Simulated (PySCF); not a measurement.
**Electron correlation in P²⁺ (phosphorus, charge +2)**

[Ne] 3s2 3p1, 2P determinant. Calculation: PySCF 2.14, in aug-cc-pV(Q+d)Z (7s6p5d3f2g, 89 functions); no relativity, point nucleus. Frozen: [Ne]; 3 electrons correlated.

```csv
level,correlation energy (mhartree)
CCSD,-66.57
(T),-1.15
CCSD(T),-67.72
```

Diagnostics: T1 = 0.012, D1 = 0.0274, largest double amplitude 0.108.

Question: Is a single reference adequate?

Answer: Mostly. T1 lies below 0.03, but a double amplitude of this size points to a near-degeneracy that CCSD handles and MP2 describes poorly.
